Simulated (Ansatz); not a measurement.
`C[Si](N)(N)F` → `C[Si]F` + `NN` at 600 K and 1 bar (silylene formation by 1,1-elimination).

Gas-phase electronic energies from Ansatz, PBE0-D4/def2-TZVP geometries. CCSD(T)/CBS adds triple-zeta CCSD(T) − MP2 to the extrapolated MP2 energy (def2 sets, frozen cores). This one scheme is used for every species. Each species was taken in one conformer, which may not be the lowest.

```tsv
species	CCSD(T)/CBS energy (Eh)	H − E (kJ/mol)	S (J/(mol·K))
`C[Si](N)(N)F`	-540.71017	314.3	457.3
`C[Si]F`	-428.74649	136.3	340.0
`NN`	-111.76471	169.7	269.8
```

H − E and S are ideal-gas, rigid-rotor, harmonic terms from PBE0-D4/def2-TZVP, for one conformer and one mirror image of each species. 1 Eh = 2625.50 kJ/mol, R = 8.31446 J/(mol·K).

Q: By hand: ΔE, ΔH, ΔS and ΔG.

A: ΔE = (-428.74649) + (-111.76471) − (-540.71017) = 0.19897 Eh = 522.4 kJ/mol. Δ(H − E) = 136.3 + 169.7 − 314.3 = -8.3, so ΔH = 514.1 kJ/mol. ΔS = 340.0 + 269.8 − 457.3 = 152.5 J/(mol·K). ΔG = 514.1 − 600 × (152.5)/1000 = 422.6 kJ/mol.

Q: By hand: the equilibrium constant, and the temperature at which ΔG would vanish if ΔH and ΔS stayed fixed.

A: log₁₀ K = −ΔG/(RT ln 10) = -36.8. ΔG = 0 at ΔH/ΔS = 3371 K, far beyond where these terms or the molecules hold.

The number of gas molecules changes by +1, which sets the sign of ΔS. A doubt of 5 kJ/mol in ΔE shifts log₁₀ K by 0.4 here. Other conformers and mirror images would add mixing entropy, several J/(mol·K) or more a flexible species. These are equilibria of isolated gas molecules and say nothing of rates. Largest T1 diagnostic: 0.014 (customary marks: 0.02 for closed shells, 0.045 for open ones).
